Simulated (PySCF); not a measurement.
**Bond length, frequency and bond energy of PrC by level of theory**

State: quartet, about 2.3 electrons in the 4f shell (Mulliken), real f orbitals that mix terms. Set-up: PySCF, spin-free X2C with a Gaussian nucleus, basis sets Pr x2c-SVPall, C x2c-SVPall. De refers to Pr (4f3 6s2) + C in their high-spin ground configurations, without counterpoise correction. The functionals are run spin-unrestricted. A positive dipole means Pr(−)C(+). Levels whose curve was spin-contaminated or gave no clean fit are not listed.

| Level | Re (Å) | ωe (cm⁻¹) | De (eV) | μ (D) | CPU s a point (SCF and correlation, without the integrals) |
| --- | --- | --- | --- | --- | --- |
| revPBE | 1.877 | 783 | 4.27 | -4.83 | 17 |
| r²SCAN | 1.863 | 816 | 4.09 | -5.86 | 24 |
| TPSSh | 1.868 | 810 | 4.09 | -6.22 | 14 |
| PBE0 | 1.855 | 833 | 3.95 | -6.59 | 12 |

The bond length runs from 1.855 Å (PBE0) to 1.877 Å (revPBE). De spans 3.95 eV (PBE0, global hybrid GGA) to 4.27 eV (revPBE, GGA).

Spin–orbit coupling is left out, which matters for elements this heavy, above all for dissociation energies. The state is the lowest single determinant that the PBE0 search found; with open d or f shells the true ground state can be another one.

The whole job (state search and all levels along the bond) took about 18 min on 2 threads of Arm Neoverse V2 (shared host), peak memory 2.6 GiB.
